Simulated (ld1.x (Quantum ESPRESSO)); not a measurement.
# phosphorus, PAW: configuration errors across variants

ld1.x (Quantum ESPRESSO) 7.5 input, shortened:

```
&input
   title='P', zed=15., rel=1, dft='PBE', iswitch=3,
   config='[Ne] 3s2 3p1.5'
 /
 &inputp
   pseudotype=3, lpaw=.true., tm=.true., lloc=-1, rcloc=1.10,
   nlcc=.true., new_core_ps=.true., rcore=0.65,
   which_augfun='BESSEL', rmatch_augfun=0.95
 /
4
3S  1  0   2.00   0.00  1.05  1.30  0.0
3S  1  0   0.00   1.40  1.05  1.30  0.0
3P  2  1   1.50   0.00  1.10  1.35  0.0
3P  2  1   0.00  -0.75  1.10  1.35  0.0
 &test
   configts(1)='3s2 3p1.5'
 /
```

All-electron excitation energies from the reference (eV): (1) 3s2 3p3 -18.045; (2) 3s2 3p2 -8.315; (3) 3s2 3p1 10.832; (4) 3s2 3p3.3 -19.352; (5) 3s2 3p0 40.571; (6) 3s1 3p0 92.576; (7) 3s1 3p3 0.805.

Tests that are not counted but printed errors over 1 eV. “local potential all-electron potential smoothed inside 1.05 bohr (lloc = -2)”: 3s2 3p0 (solver errors, printed error -25.5 eV); 3s1 3p0 (solver errors, printed error -1.6 eV).

4 further variants failed, have other tests or another functional or relativity, and are left out.

A true bound ghost makes a file unfit for plane-wave use even where its test errors are small: the radial tests pick states by their node count and pass the ghost by. Where a test does run into it, the solver fails or the error is huge.

Errors AE − PS in meV (a dash: test not solved or not reliable):

| change | (1) | (2) | (3) | (4) | (5) | (6) | (7) | bound ghosts |
| --- | --- | --- | --- | --- | --- | --- | --- | --- |
| base | -2.3 | -0.3 | -1.9 | -2.6 | -21 | -98 | -0.1 | s, p |
| wave 3s channel at 1.4 Ry: rcut 1.05, rcutus 1.30 bohr becomes 3s channel at -0.42 Ry: rcut 1.05, rcutus 1.30 bohr | -2.1 | -0.2 | -1.9 | -2.4 | -21 | -97 | -0.1 | s, p |
| augmentation PSQ, inside the norm-conserving radii | -2.4 | -0.3 | -1.9 | -2.8 | -22 | -99 | -0.1 | s, p |
| local potential all-electron potential smoothed inside 1.05 bohr (lloc = -2) | +0.3 | +0.2 | -1.3 | +0.4 | – | – | -0.1 | none |
| core correction Bessel-smoothed model core inside 0.86 bohr | -2.3 | -0.3 | -1.9 | -2.6 | -21 | -98 | -0.1 | s, p |

Give the same row for: local potential all-electron potential smoothed inside 1.16 bohr (lloc = -1).

-7.6, -0.7, -2.1, –, -23, -100, -0.2; bound ghosts: s, p. Not counted: 3s2 3p3.3 (solver errors, printed error -144 eV).
